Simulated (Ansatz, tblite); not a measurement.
Removing and adding an electron: Ga₉N₉H₂₄, a nanocrystal cut from wurtzite GaN (hydrogen-capped). Total charge 0; singlet. Geometry: PBE-D4/def2-SVP. Ansatz, gas phase; energy differences of separate SCF runs; the oxidised species was run as a doublet alone; the reduced species was run as a doublet alone.

```xyz
42

Ga    0.238    2.454    3.101
N     1.661    2.929    1.700
N    -0.615    0.903    2.159
Ga   -1.533    1.478    0.508
Ga    1.762    1.837    0.027
N    -0.045    1.889   -0.762
N    -2.402   -0.118   -0.266
Ga   -3.454    0.346   -1.909
Ga   -0.035    0.810   -2.413
N    -1.900    0.891   -3.134
Ga    0.632   -0.621    2.003
N     1.944   -0.038    0.611
N    -0.357   -2.100    1.146
Ga   -1.259   -1.700   -0.564
Ga    2.024   -1.185   -0.991
N     0.208   -1.030   -1.746
Ga    0.772   -3.753    1.009
N     2.180   -3.062   -0.316
H    -0.754    3.690    3.127
H     1.048    1.946    4.365
H     1.534    3.917    1.437
H     2.583    2.907    2.160
H    -1.360    0.597    2.808
H    -2.489    2.722    0.689
H     2.919    2.363   -0.911
H    -0.194    2.865   -1.063
H    -3.122   -0.410    0.415
H    -4.284    1.675   -1.669
H    -4.059   -0.967   -2.559
H     1.005    1.270   -3.510
H    -2.078    1.848   -3.471
H    -1.945    0.312   -3.986
H     1.361   -1.011    3.347
H     2.873   -0.107    1.055
H    -1.105   -2.366    1.809
H    -2.000   -2.931   -1.219
H     3.199   -0.856   -1.994
H     0.196   -1.637   -2.581
H     1.556   -3.993    2.366
H    -0.014   -4.888    0.231
H     3.109   -3.177    0.115
H     2.197   -3.699   -1.125
```

The xTB rows come from tblite. Single mean-field runs in def2-SVP are fitted with def2-universal-jkfit.

```json
{"level": "GFN1-xTB", "−HOMO (eV)": "9.54", "vertical IE (eV)": "11.29", "−LUMO (eV)": "4.65", "vertical EA (eV)": "3.08", "HOMO–LUMO gap (eV)": "4.89", "IE − EA (eV)": "8.21", "remarks": "–"}
{"level": "GFN2-xTB", "−HOMO (eV)": "11.43", "vertical IE (eV)": "12.97", "−LUMO (eV)": "6.56", "vertical EA (eV)": "4.84", "HOMO–LUMO gap (eV)": "4.88", "IE − EA (eV)": "8.13", "remarks": "–"}
{"level": "PBE-D4/def2-SVP", "−HOMO (eV)": "6.17", "vertical IE (eV)": "–", "−LUMO (eV)": "0.98", "vertical EA (eV)": "-0.38", "HOMO–LUMO gap (eV)": "5.18", "IE − EA (eV)": "–", "remarks": "HOMO above zero (-1 doublet)"}
{"level": "PBE0-D4/def2-SVP", "−HOMO (eV)": "7.43", "vertical IE (eV)": "8.71", "−LUMO (eV)": "0.15", "vertical EA (eV)": "-0.81", "HOMO–LUMO gap (eV)": "7.28", "IE − EA (eV)": "9.52", "remarks": "HOMO above zero (-1 doublet)"}
```

Run but left out: PBE-D4/def2-SVP (charge +1 doublet: an occupied level 0.11 eV above an empty one).   A HOMO above zero means that the electron is unbound at that level or that self-interaction error raises the level; the energy of removing that electron tells which. Raw xTB energy differences between charge states are shifted by several eV; the methods need an empirical correction for them. Sets without diffuse functions give affinities that are too small. A negative affinity means that the extra electron isn't bound; its size then hangs on the basis.
